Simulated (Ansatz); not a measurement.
`C[BH-](C)[OH+][SiH3]`, 16 atoms. The species carries charge 0 and has multiplicity 1. All runs use 4 threads of an Arm Neoverse V1 on a shared host. Correlated methods freeze the cores.

Question: Give the basis size and wall time and peak host memory of each of these runs in Ansatz. RHF-CCSD(T)/def2-SVP energy; RKS ωB97M-V/def2-QZVPP energy; RHF-CCSD(T)/def2-TZVPP energy; RKS ωB97M-V/def2-SVP energy; RKS PBE-D4/def2-TZVPP energy and forces; RKS PBE0-D4/def2-TZVP frequencies; RKS PBE0-D4/def2-QZVPP energy; RKS PBE0-D4/def2-TZVP relaxation (8 steps); RKS PBE0-D4/def2-SVP energy; RKS PBE-QIDH (frozen core)/def2-TZVPP energy; RKS PBE0-D4/def2-TZVPP energy; RKS ωB97M-V/def2-TZVPP energy and forces. (An estimate is asked.)

Answer: Computed: Other jobs shared the machine, so times are rough.

```
                                level                   job  functions  wall time  peak host memory (GiB)
                 RKS PBE0-D4/def2-SVP                energy        129      1.6 s                     0.3
                RKS PBE-D4/def2-TZVPP     energy and forces        320      3.9 s                    0.48
               RKS PBE0-D4/def2-TZVPP                energy        320      4.7 s                     0.9
                 RKS ωB97M-V/def2-SVP                energy        129      6.5 s                    0.43
RKS PBE-QIDH (frozen core)/def2-TZVPP                energy        320      9.5 s                     1.1
                 RHF-CCSD(T)/def2-SVP                energy        129       12 s                    0.84
               RKS PBE0-D4/def2-QZVPP                energy        628       14 s                     2.8
               RKS ωB97M-V/def2-TZVPP     energy and forces        320       18 s                     1.4
               RKS ωB97M-V/def2-QZVPP                energy        628       31 s                     3.2
                RKS PBE0-D4/def2-TZVP  relaxation (8 steps)        227       38 s                    0.66
                RKS PBE0-D4/def2-TZVP           frequencies        227    4.8 min                    0.68
               RHF-CCSD(T)/def2-TZVPP                energy        320     20 min                     4.7
```
